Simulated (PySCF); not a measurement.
**Electronic structure of N⁺ (nitrogen, charge +1) at the UHF level**

Configuration: [He] 2s2 2p2, high-spin 3P determinant. Calculation: PySCF 2.14, in def2-SVP (3s2p1d, 14 functions); no relativity, point nucleus.

* Total energy: -53.820663 hartree
* One-electron energy: -69.9319 hartree
* Hartree (Coulomb) energy: 22.3041 hartree
* Exchange energy: -6.1929 hartree
* Kinetic energy: 53.86029 hartree
* ⟨S²⟩: 2.0059
* ⟨L²⟩: 2.008
* Sum of ⟨r⟩: 5.495 bohr
* Sum of ⟨r²⟩: 7.945 bohr²
* Traceless quadrupole moment −½Σ⟨3z² − r²⟩ along its main axis: 0.786 e·bohr²
* Density at the nucleus (Gaussians lack the cusp): 187 bohr⁻³
* Spin density at the nucleus: 0.591 bohr⁻³
* Langevin diamagnetic susceptibility: -6.29 ×10⁻⁶ cm³/mol
* Time after the integrals: 0.04 s of wall time on 1 thread of Intel(R) Xeon(R) Platinum 8559C (shared host)

```
shell  electrons  mean orbital energy (eV)  rms radius, mean of both spins (bohr)
 1s α          1                   -444.22                                  0.265
 1s β          1                   -442.10                                  0.265
 2s α          1                   -43.668                                   1.39
 2s β          1                   -35.128                                   1.39
 2p α          2                   -30.503                                   1.40
```
